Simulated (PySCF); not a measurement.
Static response to an electric field

Compound: C₅HF₃N₂O.
Structure used (GFN2-xTB), in Å, numbered top down from 1:
```xyz
12
C5HF3N2O angstrom
N      3.1067   -1.4607   -0.8271
C      2.0347   -1.1260   -0.6048
C      0.6977   -0.7618   -0.3458
C      0.3941    0.4574    0.1264
C      1.4088    1.4247    0.3811
N      2.2380    2.1860    0.5791
O     -0.8683    0.9439    0.4224
C     -1.9392    0.1741    0.2457
F     -3.0132    0.8560    0.5949
F     -2.1042   -0.2225   -1.0241
F     -1.9132   -0.9476    0.9790
H     -0.0407   -1.5242   -0.5529
```

Level: PBE0/def2-SVPD (PySCF), static field, nuclei fixed, core orbitals frozen in the response. The polarisability tensor in these axes (au):

```
x   91.34 -5.36 -6.04
y   -5.36 80.55 12.27
z   -6.04 12.27 53.21
```

Q: Diagonalise the tensor; give its mean and Δα, where Δα² is half the sum of the squared differences of the eigenvalues.

A: Principal values 48.18, 80.64 and 96.28 au; mean 75.03 au = 11.12 Å³ = 12.37 × 10⁻⁴⁰ C²·m²/J; Δα = 42.49 au (57 % of the mean).

Q: What is the dipole moment, and where does it point?

A: (-3.63, -1.06, -0.04) D, 3.78 D in size, pointing from the negative to the positive side. Measured along this direction, the outermost atoms are N6 at the negative end and F9 at the positive end.

Q: What are the principal values of the traceless quadrupole moment, Θ = ½Σq(3rr − r²1), about the centre of nuclear charge?

A: -16.73, 4.34, 12.39 D·Å. The values depend on the origin, since the dipole doesn't vanish. The electronic extent ⟨r²⟩ about the same centre is 1769 bohr², a root-mean-square distance of 2.49 Å for the 80 electrons.

Q: In TDDFT the mean static polarisability is Σ f/ω² over all singlet excitations (ω in hartree). How much of it do the 6 lowest give? Their energies (eV) and oscillator strengths: 5.36, 0.3142; 5.69, 0.0001; 6.18, 0.0003; 6.34, 0.0000; 6.60, 0.0055; 6.83, 0.0610.

A: They add up to 9.16 au, 12.2 % of the 75.03 au; the largest single term is 8.09 au, from the state at 5.36 eV. Terms in order: 8.09, 0.00, 0.00, 0.00, 0.09, 0.97 au. Higher excitations give the rest. The strengths listed sum to 0.381.

Q: Orientational against electronic polarisability at 500 K (dilute gas, rigid molecules)?

A: In Gaussian units μ²/3kT = 69.17 Å³ against 11.12 Å³, a ratio of 6.22; the Debye molar polarisation (4π/3)N_A(α + μ²/3kT) is 202.5 cm³/mol, leaving out the vibrational part.

Geometry: GFN2-xTB, one conformer, isolated molecule.
